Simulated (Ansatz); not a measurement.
`OC(F)F` and `OC(F)(F)[SiH3]` differ in one atom or group.

Ansatz, PBE0-D4/def2-TZVP geometries, multiplicity 1. Each molecule was computed in one conformer, which needn't be the lowest.

```
                                        property  `OC(F)F`
           HOMO–LUMO gap (B3LYP/def2-TZVPP) / eV     10.45
         HOMO–LUMO gap (ωB97M-V/def2-TZVPP) / eV     15.13
size of the dipole moment (B3LYP/def2-TZVPP) / D      0.77
               LUMO energy (PBE/def2-TZVPP) / eV      0.20
              HOMO energy (PBE0/def2-TZVPP) / eV    -10.06
            HOMO–LUMO gap (PBE0/def2-TZVPP) / eV     11.17
```

Problem. What does the change do to each property? (An estimate is asked.)

Solution. Ansatz gave: 
```tsv
property	`OC(F)(F)[SiH3]`	shift
HOMO–LUMO gap (B3LYP/def2-TZVPP) / eV	9.32	-1.13
HOMO–LUMO gap (ωB97M-V/def2-TZVPP) / eV	13.67	-1.46
size of the dipole moment (B3LYP/def2-TZVPP) / D	0.79	0.02
LUMO energy (PBE/def2-TZVPP) / eV	-0.45	-0.65
HOMO energy (PBE0/def2-TZVPP) / eV	-9.38	0.68
HOMO–LUMO gap (PBE0/def2-TZVPP) / eV	9.75	-1.42
```

With PBE0 the HOMO rises by 0.68 eV and the LUMO falls by 0.75 eV, so the gap narrows by about 1.43 eV. PBE moves the HOMO by 0.27 eV and ωB97M-V by 0.89 eV. Dipoles are sizes alone; their direction can turn.

B3LYP here is the variant with VWN-RPA as its local correlation; programs differ in this.
